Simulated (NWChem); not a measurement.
All runs are NWChem calculations. System: H₃O₂ (+1), charge 1, spin multiplicity 1, at a geometry optimised with B3LYP/def2-SVP. The structure started from a generated list of species. Level: TD-B3LYP/aug-cc-pVDZ, VWN1-RPA local correlation.

The NWChem input:

```
start mol
memory heap 200 mb stack 900 mb global 1100 mb
charge 1
geometry units angstroms nocenter noautoz
  O     -0.650890     0.432446     0.000000
  O      0.552856    -0.369269     0.000000
  H     -1.338335    -0.276304     0.000000
  H      1.061302    -0.114558     0.813124
  H      1.061302    -0.114558    -0.813124
  symmetry group Cs
end
basis spherical
  * library aug-cc-pvdz
end
dft
  xc b3lyp
  semidirect memsize 60000000 filesize 0
  iterations 100
end
tddft
  rpa
  nroots 8
  notriplet
  thresh 1e-4
end
task tddft energy
```

Part of the output:

```
             Northwest Computational Chemistry Package (NWChem) 7.3.0
             --------------------------------------------------------

                                NWChem Input Module
                                -------------------

 Scaling coordinates for geometry "geometry" by  1.889725989
 (inverse scale =  0.529177249)

 Turning off AUTOSYM since
 SYMMETRY directive was detected!

                             Geometry "geometry" -> ""
                             -------------------------

 Output coordinates in angstroms (scale by  1.889725989 to convert to a.u.)

  No.       Tag          Charge          X              Y              Z
 ---- ---------------- ---------- -------------- -------------- --------------
    1 O                    8.0000    -0.65089000     0.43244600     0.00000000
    2 O                    8.0000     0.55285600    -0.36926900     0.00000000
    3 H                    1.0000    -1.33833500    -0.27630400     0.00000000
    4 H                    1.0000     1.06130200    -0.11455800     0.81312400
    5 H                    1.0000     1.06130200    -0.11455800    -0.81312400

 Effective nuclear repulsion energy (a.u.)      43.5070390857

            Nuclear Dipole moment (a.u.)
            ----------------------------
        X                 Y               Z
 ---------------- ---------------- ----------------
    -0.0000056692    -0.0000075589     0.0000000000

      Symmetry information
      --------------------

 Group name             Cs
 Group number              2
 Group order               2
 No. of unique centers     4

      Symmetry unique atoms

     1    2    3    4


 Summary of "ao basis" -> "" (spherical)
 ------------------------------------------------------------------------------
       Tag                 Description            Shells   Functions and Types
 ---------------- ------------------------------  ------  ---------------------
 *                        aug-cc-pvdz                 on all atoms

                                 NWChem DFT Module
                                 -----------------
[...]
            d_CD2 =  -0.4395 Angstrom
            d_CD3 =   3.3349 Angstrom
     Pearson C.C. =   0.0010

     Occ.    9  a"  ---  Virt.   10  a'  -0.07349 X
     Occ.    9  a"  ---  Virt.   13  a'   0.98911 X
     Occ.    9  a"  ---  Virt.   17  a'   0.08434 X
  ----------------------------------------------------------------------------
  Root   6 singlet a'             0.394309139 a.u.               10.7297 eV
  ----------------------------------------------------------------------------
     Transition Moments    X -0.25806   Y  0.10518   Z  0.00000
     Transition Moments   XX -0.49757  XY -0.03305  XZ  0.00000
     Transition Moments   YY  0.23943  YZ  0.00000  ZZ  0.07108
     Dipole Oscillator Strength                    0.0204138344
     Electric Quadrupole                           0.0000000490
     Magnetic Dipole                               0.0000002541
     Total Oscillator Strength                     0.0204141375

          sigma_e =   1.9789 Angstrom
          sigma_h =   0.8541 Angstrom
         |d_h->e| =   1.7438 Angstrom
            d_exc =   2.7687 Angstrom
            d_CD1 =   2.8686 Angstrom
            d_CD2 =   0.3273 Angstrom
            d_CD3 =   4.5125 Angstrom
     Pearson C.C. =   0.0062

     Occ.    9  a"  ---  Virt.   12  a"  -0.99719 X
  ----------------------------------------------------------------------------
  Root   7 singlet a'             0.413365399 a.u.               11.2482 eV
  ----------------------------------------------------------------------------
     Transition Moments    X  0.03687   Y -0.03207   Z  0.00000
     Transition Moments   XX  0.22593  XY  0.38734  XZ -0.00000
     Transition Moments   YY -0.33209  YZ  0.00000  ZZ  0.06209
     Dipole Oscillator Strength                    0.0006581162
     Electric Quadrupole                           0.0000000874
     Magnetic Dipole                               0.0000022524
     Total Oscillator Strength                     0.0006604560

          sigma_e =   1.2084 Angstrom
          sigma_h =   1.0515 Angstrom
         |d_h->e| =   0.2692 Angstrom
            d_exc =   1.6273 Angstrom
            d_CD1 =   0.4261 Angstrom
            d_CD2 =  -0.8608 Angstrom
            d_CD3 =   1.8965 Angstrom
     Pearson C.C. =  -0.0038

     Occ.    6  a'  ---  Virt.   10  a'  -0.07862 X
     Occ.    7  a'  ---  Virt.   10  a'  -0.99120 X
     Occ.    7  a'  ---  Virt.   11  a'  -0.07516 X
  ----------------------------------------------------------------------------
  Root   8 singlet a"             0.437661856 a.u.               11.9094 eV
  ----------------------------------------------------------------------------
     Transition Moments    X -0.00000   Y -0.00000   Z -0.09547
     Transition Moments   XX  0.00000  XY  0.00000  XZ -0.38798
     Transition Moments   YY -0.00000  YZ -0.01101  ZZ  0.00000
     Dipole Oscillator Strength                    0.0026594456
     Electric Quadrupole                           0.0000000673
     Magnetic Dipole                               0.0000005321
     Total Oscillator Strength                     0.0026600450

          sigma_e =   1.9072 Angstrom
          sigma_h =   1.1304 Angstrom
         |d_h->e| =   1.2302 Angstrom
            d_exc =   2.5300 Angstrom
            d_CD1 =   2.0070 Angstrom
            d_CD2 =  -0.2886 Angstrom
            d_CD3 =   3.7602 Angstrom
     Pearson C.C. =   0.0065

     Occ.    7  a'  ---  Virt.   12  a"   0.05463 X
     Occ.    8  a'  ---  Virt.   12  a"  -0.99361 X
     Occ.    8  a'  ---  Virt.   16  a"   0.06873 X

              Target root =      1
          Target symmetry = none
      Ground state energy =   -151.840757714455
        Excitation energy =      0.210194252741
     Excited state energy =   -151.630563461714

  stored tddft:energy   -151.63056346171402

 Task  times  cpu:       52.4s     wall:       52.4s

 Total times  cpu:       52.5s     wall:       52.5s
```
